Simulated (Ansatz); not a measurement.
Cartesian coordinates in Å:
```
F -1.2974 1.0005 0.4571
Ge -0.0383 -0.0122 -0.1124
F 1.2786 1.0386 -0.4238
Cl 0.5197 -1.2984 1.4635
H -0.4626 -0.7285 -1.3844
```

Total charge 0; spin multiplicity 1.

(1) List the r2SCAN/def2-TZVPP orbital energies in eV (Ansatz 0.2.0). (Best estimate.)

Results:

(1) Ansatz gave: Occupied: -10836.75, -2754.13, -1351.69, -1201.75, -1201.74, -1201.72, -666.40, -666.40, -255.51, -194.06, -193.90, -193.89, -170.04, -119.77, -119.75, -119.67, -33.68, -33.39, -33.01, -32.95, -32.94, -30.99, -30.26, -22.11, -15.20, -12.21, -12.01, -11.77, -10.57, -10.56, -10.35, -9.75, -8.97, -8.91. Lowest empty: -1.50, -0.39, -0.04, 1.80, 4.08, 5.15, 5.28, 6.07.
